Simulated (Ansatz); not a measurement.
# Ligand exchange: C3H8OSi + Ge3Si2H12 → C3H10OSi2 + Ge3SiH10

Species: C3H8OSi `C=C[SiH](C)O`, singlet; Ge3Si2H12 `[SiH3][GeH2][GeH2][SiH2][GeH3]`, singlet; C3H10OSi2 `C=C[SiH](C)O[SiH3]`, singlet; Ge3SiH10 `[GeH3][SiH2][GeH2][GeH3]`, singlet. The partners trade H for SiH3: O–H and Ge–SiH3 bonds give way to O–SiH3 and Ge–H.

Shapes, held fixed at every level: PBE0-D4/def2-TZVP. Flexible molecules stand in one conformer, not always the lowest. Programs: Ansatz 0.2.0. Electronic energies: no zero-point or thermal term.

| level | kind | ΔE (kJ/mol) | less CCSD(T)/def2-TZVPP |
| --- | --- | --- | --- |
| HF/def2-SVP | Hartree–Fock | -106.0 | -23.8 |
| B3LYP-D4/def2-TZVPP | global hybrid | -84.6 | -2.4 |
| PBE0-D4/def2-TZVPP | global hybrid | -68.4 | +13.8 |
| wB97M-V/def2-TZVPP | range-separated hybrid | -83.7 | -1.5 |
| B2PLYP/def2-TZVPP | double hybrid | -88.8 | -6.6 |
| MP2/def2-TZVPP | perturbation theory | -84.5 | -2.3 |
| CCSD/def2-TZVPP | coupled cluster or CI | -86.7 | -4.5 |
| CCSD(T)/def2-TZVPP | coupled cluster or CI | -82.2 | 0.0 |

The highest level, CCSD(T)/def2-TZVPP, gives ΔE = -82.2 kJ/mol; the levels span -106.0 to -68.4. The column of differences is taken from that level and isn't an error. No measured value is set beside it here. Relativity is left out for Ge unless named. Correlated rows may include outer-core shells of Ge, which these sets cover unevenly.
